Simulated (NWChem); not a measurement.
System: SiH3SF; SMILES F[SiH2]S

```xyz
6

Si    -0.6439     0.5765    -0.0969
F      0.7289     1.3390     0.3165
S     -0.3241    -1.4960    -0.4493
H     -1.5978     0.7892     1.0225
H     -1.1231     1.1342    -1.3861
H     -0.1824    -1.8119     0.8571
```
Atoms are numbered in this order, from 1.

Results from NWChem. Geometry: optimised at PBE0/def2-SVP. Level: B3LYP/def2-SVP with SMD (1 M gas to 1 M solution), gas-phase geometry. Reactions with the solvent are ignored.

Question: Among these, which solvent gives the lowest value of “solvation free energy (kcal/mol)”?
(A) N,N-dimethylformamide
(B) ethylene glycol
(C) dimethyl sulfoxide
(D) water

Answer: A, N,N-dimethylformamide. Values: N,N-dimethylformamide -3.1; dimethyl sulfoxide -2.6; ethylene glycol -2.3; water -0.7
